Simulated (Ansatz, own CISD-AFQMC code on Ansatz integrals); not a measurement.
CH3BSi, SMILES `B1=C[SiH2]1` (charge 0, multiplicity 1).

Cartesian coordinates (Å):
```xyz
6

B      0.6611    -0.6319     1.1149
C      1.2327    -0.1273    -0.0009
Si    -0.7609     0.0045     0.1470
H      1.8743     0.2084    -0.7965
H     -1.3929     1.3411     0.3075
H     -1.6142    -0.7948    -0.7719
```
Charge 0, multiplicity 1.

Frozen-core correlation energies in cc-pVDZ at a geometry from PBE0-D3(BJ)/def2-TZVP, on an HF energy of -353.08505 Ha (<S^2> = 0.00, restricted and unstable towards unrestricted orbitals). Wave-function levels are from Ansatz, the walk from an own CISD-AFQMC code on Ansatz integrals (time step 0.005/Ha, trial state from CCSD amplitudes, largest double 0.12).

| level | correlation energy (mHa) |
|---|---|
| MP2 | -310.8 |
| CCSD | -342.0 |
| CCSD(T) | -358.9 |
| CCSDT(Q) | -361.1 |

Problem. What correlation energy does phaseless AFQMC give, and where does it lie among these levels?

Solution. -361.1 ± 0.4 mHa (one standard error). AFQMC minus each level: MP2 -50.3 mHa, CCSD -19.1 mHa, CCSD(T) -2.2 mHa, CCSDT(Q) +0.1 mHa.
